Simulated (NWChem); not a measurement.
Molecule: carbon tetrabromide (CBr4); SMILES BrC(Br)(Br)Br

All runs: NWChem. Medium grid unless said otherwise, to which SCAN and Minnesota functionals are sensitive. Geometry: optimised at PBE0/def2-SVP.

For level CAM-B3LYP/def2-TZVPD:

```
Property          Result
----------------  ------
orbital gap (eV)    8.09
```

How do the values read with level M06-2X/def2-TZVPD instead?

The orbital gap (eV) comes out as 7.74.
